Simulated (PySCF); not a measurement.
biphenylene (C12H8), SMILES c1ccc2c(c1)-c1ccccc1-2. Atoms are numbered in the order given.

```xyz
20

C      0.0000    -0.6960     3.1272
C      0.0000     0.6960     3.1272
C      0.0000     1.4474     1.9193
C      0.0000     0.7145     0.7559
C      0.0000    -0.7145     0.7559
C      0.0000    -1.4474     1.9193
C      0.0000    -0.7145    -0.7559
C      0.0000    -1.4474    -1.9193
C      0.0000    -0.6960    -3.1272
C      0.0000     0.6960    -3.1272
C      0.0000     1.4474    -1.9193
C      0.0000     0.7145    -0.7559
H      0.0000    -1.2270     4.0823
H      0.0000     1.2270     4.0823
H      0.0000     2.5393     1.9394
H      0.0000    -2.5393     1.9394
H      0.0000    -2.5393    -1.9394
H      0.0000    -1.2270    -4.0823
H      0.0000     1.2270    -4.0823
H      0.0000     2.5393    -1.9394
```

Coordinates come from a B3LYP-D3(BJ)/def2-SVP optimisation.

Two levels are set side by side: PBE/pcSseg-1 (PySCF) and HF/pcSseg-1 (PySCF). GIAO shifts against TMS (¹H), TMS (¹³C) at the same level; non-relativistic, no solvent, atoms listed together averaged. Differences are taken from unrounded values.

```tsv
quantity	HF	PBE	PBE minus HF
δ(¹³C) of C1, C2, C9, C10 (ppm)	137.9	134.8	-3.1
δ(¹³C) of C3, C6, C8, C11 (ppm)	127.1	122.4	-4.8
δ(¹³C) of C4, C5, C7, C12 (ppm)	162.7	159.2	-3.5
δ(¹H) of H13, H14, H18, H19 (ppm)	7.21	6.96	-0.25
δ(¹H) of H15, H16, H17, H20 (ppm)	7.25	6.79	-0.46
```

Rough cost on one machine, each run with all the roots and properties that it gave: HF against PBE within a factor of 2.
